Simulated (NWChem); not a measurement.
# CH7BO2Si; SMILES COB(O)[SiH3]

```xyz
12

B      0.6363     0.1072    -0.0002
O      1.9850    -0.0644     0.0003
H      2.2485    -0.9880     0.0001
O      0.2168     1.3927    -0.0006
C     -1.1163     1.8106     0.0004
H     -1.3137     2.4229     0.8944
H     -1.3125     2.4297    -0.8893
H     -1.8301     0.9673    -0.0034
Si    -0.6412    -1.5017    -0.0001
H     -1.5339    -1.5278    -1.2036
H     -1.5311    -1.5293     1.2055
H      0.1512    -2.7762    -0.0017
```
Atoms are numbered in this order, from 1.

Computed with NWChem. Coordinates come from a PBE0/def2-SVP optimisation. Not confirmed as a minimum by frequencies.

For level MPW1K/def2-SVP:

| Quantity | Result |
|---|---|
| highest occupied level (eV) | -8.93 |
| orbital gap (eV) | 9.44 |
| dipole (D) | 1.20 |

Estimate the same quantities for level B97-D/def2-SVP.

highest occupied level (eV): -6.51
orbital gap (eV): 5.70
dipole (D): 0.83
